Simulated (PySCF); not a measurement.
**Mayer bond orders and bond lengths**

Species: C6H6FN.
Numbering: `[NH2:1][c:2]1[cH:3][cH:4][c:5]([F:6])[cH:7][cH:8]1` (hydrogens: H9, H10 on N1; H11 on C3; H12 on C4; H13 on C7; H14 on C8)

Geometry (PBE0-D3(BJ)/def2-SVP, Å), atoms numbered from 1 in this order:
```xyz
14
C6H6FN angstrom
N      2.4299   -0.0533    0.1095
C      1.0551    0.0874    0.0379
C      0.4453    1.3406    0.2174
C     -0.9393    1.4765    0.1950
C     -1.7344    0.3563   -0.0075
F     -3.0656    0.4848   -0.0334
C     -1.1614   -0.8957   -0.1865
C      0.2235   -1.0272   -0.1635
H      2.9714    0.7813   -0.0726
H      2.8155   -0.8739   -0.3385
H      1.0689    2.2235    0.3808
H     -1.4121    2.4507    0.3329
H     -1.8069   -1.7618   -0.3447
H      0.6716   -2.0148   -0.3010
```

Bond orders from the PBE0/pcSseg-1 density (PySCF). Isolated species at its PBE0-D3(BJ)/def2-SVP geometry, gas phase.

(1) Where do the orders between heavy atoms depart from those drawn in the SMILES?

(2) Give the Mayer order of every bond, beside its length.

Answers

(1) The largest departure is 0.153, at C2–C3 (drawn aromatic, 1.347) and C8–C2 (drawn aromatic, 1.347), counting aromatic bonds as 1.5. Drawn single, order above 1.12: N1–C2 (1.141). The bonds drawn aromatic range from 1.35 to 1.45.

(2) 
| bond | drawn as | length (Å) | Mayer order |
| --- | --- | --- | --- |
| N1–C2 | single | 1.384 | 1.141 |
| C2–C3 | aromatic | 1.405 | 1.347 |
| C3–C4 | aromatic | 1.391 | 1.445 |
| C4–C5 | aromatic | 1.388 | 1.423 |
| C5–F6 | single | 1.338 | 0.887 |
| C5–C7 | aromatic | 1.389 | 1.423 |
| C7–C8 | aromatic | 1.391 | 1.445 |
| C8–C2 | aromatic | 1.405 | 1.347 |
| N1–H9 | single | 1.011 | 0.940 |
| N1–H10 | single | 1.011 | 0.940 |
| C3–H11 | single | 1.093 | 0.955 |
| C4–H12 | single | 1.092 | 0.944 |
| C7–H13 | single | 1.092 | 0.944 |
| C8–H14 | single | 1.093 | 0.955 |

By pair of heavy elements: C–C: lowest C2–C3 and C8–C2 (1.347, 1.405 Å), highest C3–C4 and C7–C8 (1.445, 1.391 Å). Bonds named together lie within 0.004.

Problem. Sum the orders of all bonds at each heavy atom with more than one neighbour and set the sums beside the valence in the SMILES.

Solution. N1 3.021 (drawn 3), C2 3.835 (drawn 4), C3 3.747 (drawn 4), C4 3.812 (drawn 4), C5 3.733 (drawn 4), C7 3.812 (drawn 4), C8 3.747 (drawn 4). Orders between atoms that aren't bonded are not in these sums.

For a closed shell the Mayer order of atoms A and B is Σ (PS)μν (PS)νμ over the basis functions μ on A and ν on B, with P the density and S the overlap matrix.

The run behind these numbers computed NMR shieldings as well. On one thread, Arm Neoverse V2, on a shared host, this took 17 s of wall time.
